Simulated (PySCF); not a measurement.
SnF2, SMILES [F][Sn][F] (connectivity only; charge and spin as stated), neutral, multiplicity 1.

The structure is a stationary point at B3LYP-D3(BJ)/def2-TZVP. The isomer is the one that the SMILES or the coordinates give; other isomers of the formula were not compared. The def2 effective core potentials stand for the cores of Sn; spin–orbit coupling is left out.

Method: PBE0/def2-TZVPD in PySCF.

Computed frontier levels, gap, dipole moment and polarisability:
```yaml
highest_occupied_level: -8.83 eV
lowest_empty_level: -2.89 eV
orbital_gap: 5.94 eV
dipole_moment: 3.85 D
quadrupole, principal values (traceless, Buckingham form, about the centre of nuclear charge): -7.03, -1.56, 8.60 D·Å
mean_static_polarisability: 37.9 bohr³ (5.61 Å³)
polarisability_principal_values: 34.4, 38.4, 40.9 bohr³
```
